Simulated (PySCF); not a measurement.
Simulation results for CH4Al2N

Computed with PySCF 2.14.0. Calculation on a computer-drawn molecule: the log of a Hartree-Fock and frozen-core CCSD(T) single point meant for a local Hartree-Fock minimum, with one planted fault or none, to be diagnosed. Offsets are logged minus clean, where the clean run is the same molecule without the fault. The reference is restricted for singlets and unrestricted otherwise, and also for a bond in bohr or an excited solution. Adding or removing an electron swaps singlet and doublet. The excited solution moves the top pair (singlet) or top alpha electron (doublet) to the lowest empty orbital. Highest occupied and lowest empty are orbital energies over both spins, largest force is the largest gradient component, triples share is (T) over the correlation energy, the T1 limit is 0.02 restricted and 0.045 unrestricted, electrons count all cores, a negative frequency is imaginary (commonest isotopes), and the dipole is about the centre of nuclear charge.

### CH4Al2N

Logged structure:
```xyz
8
CH4Al2N
C     -0.3496    -0.3034     1.4622
Al    -0.5464     0.9070    -0.0237
N     -0.7170     1.9555    -1.3109
Al    -0.8866     2.9978    -2.5905
H      0.2703     0.1513     2.2383
H      0.1243    -1.2306     1.1320
H     -1.3277    -0.5401     1.8870
H     -1.0442     3.9666    -3.7798
```

```
meant charge                      : 1
meant multiplicity                : 1
meant basis                       : cc-pV(D+d)Z
logged electrons                  : 42
logged basis functions            : 94
logged SCF converged              : yes
logged spin squared               : 2.0136
logged highest occupied           : -9.1168 eV
logged lowest empty               : -5.3878 eV
logged largest force              : 0.06235 hartree/bohr
logged T1 diagnostic              : 0.021914
logged D1 diagnostic              : 0.10273
logged triples share              : 0.030914
logged CC converged               : yes
logged dipole magnitude           : 0.10735 debye
logged SCF stable within its kind : yes
logged energy HF                  : -578.14611 hartree
logged energy CCSD(T)             : -578.57345 hartree
possible faults                   : no fault, one electron removed, one electron added, multiplicity raised by two, geometry at a saddle point, SCF held on an excited solution, minimal basis STO-3G, one bond length entered in bohr, all coordinates scaled
planted fault                     : ?
```

Drawn bonds:
```
atom  other atom  order
   1           2      1
   2           3      2
   3           4      1
   1           5      1
   1           6      1
   1           7      1
   4           8      1
```

**Q.** CH4Al2N: planted fault?
**A.** multiplicity raised by two

Further results for CH4Al2N:

```
HF energy offset from clean run      : 87.52 kcal/mol
CCSD(T) energy offset from clean run : 104.6 kcal/mol
```
